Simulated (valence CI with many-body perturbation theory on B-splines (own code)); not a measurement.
**Pb50+: E2, M1 decay**

Method: configuration interaction combined with many-body perturbation theory (CI+MBPT): four valence electrons over a frozen Dirac-Fock core [Ar] 3d10, radial functions for each j: 11 s, 11 p, 10 d, 8 f, 5 g, 2 h, with the one-electron correlation potential Σ1, the two-electron term Σ2, the three-electron term Σ3, Breit, model QED; selected CI, second order for the rest, scaled by the run's own slope (own B-spline code, finite nucleus).

No measured spectrum was set against this ion. As an estimate, large intervals hold to a few tenths of a per cent, small ones and those within an open d or f shell to about a per cent. Among the levels kept, up to 400 cm⁻¹ of a level comes from second order outside the variational space, and about a tenth of that is noise between levels of different J, which matters for small intervals.

Lines 1 to 13 of 13 in falling wavelength, among levels below 910.11 eV, chosen from the decays that carry over 1 % of a level's rate. Wavelengths and rates use the calculated energies. Electric multipoles are in the length gauge with retardation, E1 and E2 with the static RPA response of the core. M1 uses the relativistic operator with retardation. S is in atomic units (e²a₀⁴ for E2 and M2, e²a₀⁶ for E3), for M1 in squared Bohr magnetons. Weak lines are less certain than strong ones. Lines between different terms over intervals too small for the method are left out, as are lines whose strength nearly cancels.

Levels are named by their leading jj configuration (3d3/2^4 stands for four electrons in 3d with j = 3/2), which in mixed levels can hold well under half, so a name can repeat and another be missing.

| λ vac (Å) | Upper | Lower | Type | A (s⁻¹) | S (a.u.) |
| --- | --- | --- | --- | --- | --- |
| 124.5 | (4s^2 4p3/2 4d5/2) J=4 | (4s 4p1/2 4p3/2^2) J=3 | M1 | 3.41e+05 | 2.19e-01 |
| 78.90 | (4s^2 4p3/2 4d5/2) J=4 | (4s^2 4p1/2 4d5/2) J=3 | M1 | 2.06e+07 | 3.38e+00 |
| 78.90 | (4s^2 4p3/2 4d5/2) J=4 | (4s^2 4p1/2 4d5/2) J=3 | E2 | 4.86e+05 | 1.19e-02 |
| 78.32 | (4s^2 4p3/2 4d5/2) J=4 | (4s^2 4p1/2 4d5/2) J=2 | E2 | 7.91e+05 | 1.87e-02 |
| 76.66 | (4s^2 4p1/2 4p3/2) J=1 | (4s^2 4p1/2^2) J=0 | M1 | 2.67e+07 | 1.34e+00 |
| 74.90 | (4s^2 4p3/2^2) J=2 | (4s^2 4p1/2 4p3/2) J=2 | M1 | 2.13e+07 | 1.66e+00 |
| 74.90 | (4s^2 4p3/2^2) J=2 | (4s^2 4p1/2 4p3/2) J=2 | E2 | 2.41e+06 | 2.53e-02 |
| 74.37 | (4s^2 4p1/2 4p3/2) J=2 | (4s^2 4p1/2^2) J=0 | E2 | 1.33e+06 | 1.35e-02 |
| 72.72 | (4s^2 4p3/2^2) J=2 | (4s^2 4p1/2 4p3/2) J=1 | M1 | 2.19e+07 | 1.56e+00 |
| 72.72 | (4s^2 4p3/2^2) J=2 | (4s^2 4p1/2 4p3/2) J=1 | E2 | 1.13e+06 | 1.02e-02 |
| 70.35 | (4s^2 4p3/2^2) J=0 | (4s^2 4p1/2 4p3/2) J=2 | E2 | 4.48e+06 | 6.89e-03 |
| 68.42 | (4s^2 4p3/2^2) J=0 | (4s^2 4p1/2 4p3/2) J=1 | M1 | 5.01e+07 | 5.95e-01 |
| 46.29 | (4s^2 4p3/2 4d5/2) J=4 | (4s 4p1/2^2 4p3/2) J=2 | E2 | 3.09e+05 | 5.28e-04 |
